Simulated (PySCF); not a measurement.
1-bromo-3-fluoropropa-1,2-diene (C₃H₂BrF), SMILES FC=C=CBr. Atoms are numbered in the order given.

```xyz
7

F     -3.1545     0.3517    -0.9321
C     -2.4035    -0.4426    -0.1635
C     -1.1131    -0.5954    -0.3366
C      0.1730    -0.7753    -0.4678
Br     1.4519     0.2920     0.4194
H     -2.9763    -0.9545     0.6177
H      0.6121    -1.5525    -1.1004
```
Charge 0, spin multiplicity 1.

Geometry optimised at ωB97X-D3(BJ)/def2-SVP.

Calculation: KT2/pcSseg-1 (PySCF).

GIAO shieldings, no solvent; atoms alike by connectivity are averaged. δ = σ(ref) − σ: ¹⁹F against CFCl3 (σ = 127.1 ppm); ¹³C against TMS (σ = 185.1 ppm); ¹H against TMS (σ = 31.47 ppm), references at their B3LYP-D3(BJ)/def2-TZVP geometries, non-relativistic (without spin–orbit terms, shifts of atoms bonded to Cl or Br come out too high).

```csv
nucleus,atoms,count,δ (ppm)
¹⁹F,F1,1,-169.7
¹³C,C3,1,198.7
¹³C,C2,1,135.5
¹³C,C4,1,103.6
¹H,H6,1,7.80
¹H,H7,1,7.00
```
